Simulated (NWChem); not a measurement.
Species: WF$_{6}$; SMILES [F][W]([F])([F])([F])([F])[F]

Program: NWChem. Medium grid unless said otherwise, to which SCAN and Minnesota functionals are sensitive. The geometry was optimised at PBE0/def2-SVP. Not confirmed as a minimum by frequencies. def2 effective core potentials on W; no spin-orbit coupling.

Problem. Predict the results for M05-2X/def2-SVP. Quantities: highest occupied level (eV); orbital gap (eV).

Solution. 
| Item | Result |
|---|---|
| highest occupied level (eV) | -15.03 |
| orbital gap (eV) | 11.14 |
